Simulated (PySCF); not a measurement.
Si(CCH)2(Cl)2 (C4H2Cl2Si), SMILES C#C[Si](C#C)(Cl)Cl. Atoms are numbered in the order given.

```xyz
9

C     -2.4935     0.0000     1.7610
C     -1.4950     0.0000     1.0672
Si     0.0000     0.0000     0.0392
Cl     0.0000     1.6673    -1.1540
Cl     0.0000    -1.6673    -1.1540
C      1.4950     0.0000     1.0672
C      2.4935     0.0000     1.7610
H     -3.3780     0.0000     2.3741
H      3.3780     0.0000     2.3741
```

The structure is a stationary point at PBE0-D3(BJ)/def2-SVP.

Two levels are set side by side: PBE/pcSseg-1 (PySCF) and PBE0/pcSseg-1 (PySCF). GIAO shifts against HCl (³⁵Cl), TMS (²⁹Si), TMS (¹H), TMS (¹³C) at the same level; non-relativistic, no solvent, atoms listed together averaged. Without spin–orbit terms, shifts of atoms bonded to Cl or Br come out too high at both levels. Differences are taken from unrounded values.

| quantity | PBE |
|---|---|
| δ(¹³C) of C1, C7 (ppm) | 102.8 |
| δ(¹³C) of C2, C6 (ppm) | 86.4 |
| δ(²⁹Si) of Si3 (ppm) | -40.2 |
| δ(³⁵Cl) of Cl4, Cl5 (ppm) | 147.4 |
| δ(¹H) of H8, H9 (ppm) | 2.86 |

Question: These are the PBE values. What does PBE0 give? (Estimate from the structure and the level; the computed values follow.)

Answer: 
| quantity | PBE0 | PBE minus PBE0 |
|---|---|---|
| δ(¹³C) of C1, C7 (ppm) | 107.2 | -4.3 |
| δ(¹³C) of C2, C6 (ppm) | 86.7 | -0.2 |
| δ(²⁹Si) of Si3 (ppm) | -36.7 | -3.6 |
| δ(³⁵Cl) of Cl4, Cl5 (ppm) | 120.1 | 27.3 |
| δ(¹H) of H8, H9 (ppm) | 3.00 | -0.14 |

Rough cost on one machine, each run with all the roots and properties that it gave: PBE0 against PBE within a factor of 2.
